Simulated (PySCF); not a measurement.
# InSn: one state, many levels of theory

State: ⁴Σ⁻ (quartet), unpaired electrons σ ↑, π ↑↑. Set-up: In cc-pVDZ-PP with ECP28, Sn cc-pVDZ-PP with ECP28; scalar-relativistic core potentials (PySCF 2.14). De refers to In + Sn in their high-spin ground configurations, without counterpoise correction. The functionals are run spin-unrestricted. A positive dipole means In(−)Sn(+).

| Level | Re (Å) | ωe (cm⁻¹) | De (eV) | μ (D) |
| --- | --- | --- | --- | --- |
| UHF | 2.939 | 134 | 1.21 | -2.87 |
| UHF-MP2 | 2.861 | 152 | 1.82 | n/a |
| UHF-SCS-MP2 | 2.874 | 149 | 1.61 | n/a |
| UHF-CCSD | 2.893 | 146 | 1.68 | n/a |
| UHF-CCSD(T) | 2.888 | 147 | 1.77 | n/a |
| PBE | 2.884 | 141 | 2.16 | -1.33 |
| PBEsol | 2.841 | 148 | 2.35 | -1.23 |
| BLYP | 2.933 | 131 | 1.92 | -1.26 |
| r²SCAN | 2.845 | 148 | 2.15 | -1.51 |
| PBE0 | 2.852 | 148 | 2.03 | -1.64 |
| M06-2X | 2.900 | 143 | 1.77 | -2.44 |

The bond length runs from 2.841 Å (PBEsol) to 2.939 Å (UHF). De spans 1.21 eV (UHF, mean field) to 2.35 eV (PBEsol, GGA). Correlation at CCSD(T) changes the Hartree–Fock bond energy by +0.56 eV; the triples alone change it by +0.09 eV.

Correlated steps freeze 8 core orbitals. Correlated levels converge slowly with the basis: in double zeta they bind strong bonds too weakly, by up to about 1 eV, and carry superposition errors of some tenths. Spin–orbit coupling is left out, which matters for elements this heavy, above all for dissociation energies. The state was picked by a PBE0 search and need not be the measured ground state.
